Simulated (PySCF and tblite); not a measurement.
Values are calculated unless marked as measured or tabulated.
C8H7FO2, numbered as in [CH2:1]=[C:2]1[CH:3]=[C:4]([F:5])[CH:6]=[C:7]1[C:8](=[O:9])[O:10][CH3:11].

Conformers came from 90 starts (ETKDG and KDG, MMFF94s, GFN2-xTB); geometries are GFN2-xTB. Energies: PBE0-D3(BJ)/pcSseg-1, with GFN2-xTB thermal terms (modes under about 100 cm⁻¹ blended into free rotors). Symmetry numbers and mirror images are counted. Conformers within 2.5 kcal/mol (GFN2-xTB free energy) were kept, 4 at most. GIAO shieldings: PBE0/pcSseg-1. Shifts are against TMS (¹H), TMS (¹³C), CFCl3 (¹⁹F) at the same level; of two unlike H on one atom, a is the less shielded. Run with PySCF (density fitting) and tblite.

Problem. List the conformer-averaged shifts at 298.15 K.

Solution. ¹H: 7.96 (H1a, 1H), 7.28 (H6, 1H), 6.64 (H1b, 1H), 5.95 (H3, 1H), 4.00 (H11, 3H) ppm. ¹³C: 175.9 (C4), 170.0 (C8), 150.3 (C2), 144.7 (C1), 142.2 (C6), 128.9 (C7), 113.1 (C3), 53.4 (C11) ppm. ¹⁹F: -130.7 (F5) ppm.

Problem. How do the conformers differ?

Solution. Torsions listed: C2–C7–C8–O10, O9–C8–O10–C11. The 5-ring runs over atoms 2–3–4–6–7.
```csv
conformer,shape,weight %
1,"5-ring flat; 180°, 0°",87.6
2,"5-ring flat; 0°, 0°",12.4
```

```
signal       1       2  average
   H1a    8.04    7.42     7.96
   H1b    6.66    6.49     6.64
    H3    5.96    5.85     5.95
    H6    7.23    7.66     7.28
   H11    4.00    4.01     4.00
    C1   145.1   142.4    144.7
    C2   150.4   149.7    150.3
    C3   113.2   112.7    113.1
    C4   175.9   176.1    175.9
    C6   141.6   146.2    142.2
    C7   128.6   130.8    128.9
    C8   170.0   170.1    170.0
   C11    53.4    53.2     53.4
    F5  -130.7  -130.7   -130.7
```

Problem. Which signal moves most, for its nucleus, between 250 and 350 K through the change of populations alone?

Solution. H1a: 7.98 ppm at 250 K, 7.96 ppm at 298.15 K, 7.94 ppm at 350 K.

The minima are those of GFN2-xTB; planar forms about aryl–S or allylic bonds may be saddles in DFT. Unscaled ¹⁹F shifts at such levels can be off by tens of ppm; differences between conformers or isomers are more reliable. Shifts are unscaled: against experiment ¹³C can be off by 15 ppm or more and ¹H by 0.8 ppm.


Conformer gaps in pcSseg-1 on xTB geometries can be 2 kcal/mol off for S=O, P=O and other polar bonds.